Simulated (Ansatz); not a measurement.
Program: Ansatz. Geometries: PBE0-D4/def2-TZVP. ΔE: electronic, gas phase. CCSD(T)/CBS adds triple-zeta CCSD(T) − MP2 to the extrapolated MP2 energy (def2 sets, frozen cores). Functionals use def2-TZVPP. B3LYP here is the variant with VWN-RPA as its local correlation; programs differ in this. Elements past krypton have def2 core potentials. For Se, Sn outer-core shells are correlated without core-valence functions, which leaves a few kJ/mol of doubt a bond. Scalar relativity is left out up to krypton. Each species was taken in one conformer, which may not be the lowest.

Consider the redistribution: `NB[SiH2][SeH]` + `[SiH3][SnH2][SH]` → `[SH][SnH2][SeH]` + `NB[SiH2][SiH3]`.

`NB[SiH2][SeH]`:

Z-matrix (Å, degrees):
```
Si
B 1 2.012
Se 1 2.298 2 109.3
H 1 1.488 2 113.9 3 -114.4
H 1 1.494 2 112.8 3 122.5
N 2 1.385 1 120.4 3 -111.0
H 2 1.198 1 121.3 3 66.6
H 3 1.469 1 93.4 2 49.2
H 6 1.008 2 123.0 1 177.7
H 6 1.007 2 123.7 1 -2.7
```

`[SiH3][SnH2][SH]`:

```xyz
9

Si   -1.343   -1.057    0.237
Sn    0.322    0.810   -0.304
S     2.472   -0.018    0.419
H    -0.955   -2.294   -0.488
H    -2.706   -0.646   -0.188
H    -1.342   -1.317    1.699
H     0.001    2.264    0.536
H     0.419    1.163   -1.975
H     3.133    1.095    0.062
```

`[SH][SnH2][SeH]`:

```xyz
7

S    -1.284    0.895   -1.626
Sn   -0.514   -0.386    0.254
Se    1.249    0.890    1.545
H    -0.054    1.018   -2.151
H    -1.894   -0.591    1.228
H     0.188   -1.850   -0.265
H     2.309    0.024    1.014
```

`NB[SiH2][SiH3]`:

Cartesian coordinates in Å:
```
N 0.540 -1.579 -1.757
B 0.942 -0.459 -1.048
Si -0.400 0.859 -0.329
Si -0.523 0.699 2.005
H -0.421 -1.784 -1.978
H 1.185 -2.269 -2.107
H 2.117 -0.317 -0.850
H -1.774 0.620 -0.871
H -0.025 2.265 -0.662
H 0.812 0.944 2.616
H -1.483 1.685 2.574
H -0.970 -0.664 2.407
```

```tsv
level	ΔE (eV)
B3LYP-D4	0.02
ωB97X-V	0.03
PBE	-0.01
B3LYP	0.01
```

Task: What does CCSD(T)/CBS give? (Estimate.)

Result: The calculation gave: +0.03 eV. The listed levels differ from it by -0.01, 0.00, -0.04, -0.02 eV.

Largest T1 diagnostic among the species: 0.014.
